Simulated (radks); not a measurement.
Te, configuration [Kr] 4d10 5s2 5p4.

Calculated with a radial shooting solver on a logarithmic mesh with Libxc functionals: Dirac Kohn-Sham, PBE, spin-unpolarised, spherical densities, point nucleus; open shells fill j = l - 1/2 first.

Energy parts (hartree):
total: -6796.82243
kinetic: 7188.37127
electron-nucleus: -16511.81043
Hartree: 2702.68107
exchange-correlation: -176.06434

Orbitals (lengths in bohr, moments of r in powers of bohr; <r^-3> diverges for s and p1/2):
\begin{tabular}{lrrrrr}
orbital & occ. & eigenvalue (hartree) & <r^4> & <r^-3> & small-component weight \\ \hline
1s1/2 & 2 & -1161.523 & 2.871e-06 & - & 3.66e-02 \\
2s1/2 & 2 & -178.0542 & 0.0004915 & - & 7.80e-03 \\
2p1/2 & 2 & -166.8163 & 0.0003149 & - & 7.83e-03 \\
2p3/2 & 4 & -156.7290 & 0.0003752 & 4906 & 7.45e-03 \\
3s1/2 & 2 & -35.42910 & 0.02142 & - & 2.29e-03 \\
3p1/2 & 2 & -30.81008 & 0.02054 & - & 2.24e-03 \\
3p3/2 & 4 & -28.93000 & 0.02353 & 933.7 & 2.13e-03 \\
3d3/2 & 4 & -20.78577 & 0.01947 & 148.5 & 2.01e-03 \\
3d5/2 & 6 & -20.39266 & 0.02032 & 137.8 & 1.98e-03 \\
4s1/2 & 2 & -6.02855 & 0.6462 & - & 6.43e-04 \\
4p1/2 & 2 & -4.44151 & 0.8235 & - & 5.81e-04 \\
4p3/2 & 4 & -4.08467 & 0.9491 & 177.3 & 5.48e-04 \\
4d3/2 & 4 & -1.55460 & 2.112 & 20.84 & 4.05e-04 \\
4d5/2 & 6 & -1.50071 & 2.228 & 19.13 & 3.96e-04 \\
5s1/2 & 2 & -0.55040 & 38.71 & - & 9.94e-05 \\
5p1/2 & 2 & -0.23551 & 105.1 & - & 6.38e-05 \\
5p3/2 & 2 & -0.20659 & 129.9 & 14.09 & 5.76e-05 \\
\end{tabular}

The highest occupied level is 5p3/2 at -5.622 eV. The density falls to 0.001 e/bohr^3 at r = 4.61 bohr. For comparison, the ionisation energy in NIST's Atomic Spectra Database is 9.010 eV (measured). In exact Kohn-Sham theory the highest level is minus the ionisation energy, but local and semilocal functionals leave it too shallow, through self-interaction and a potential that decays too fast; potentials with the right tail come closer.

Beside tabulated values, note that spin-unpolarised runs miss the spin-polarisation part of the exchange energy of open shells.
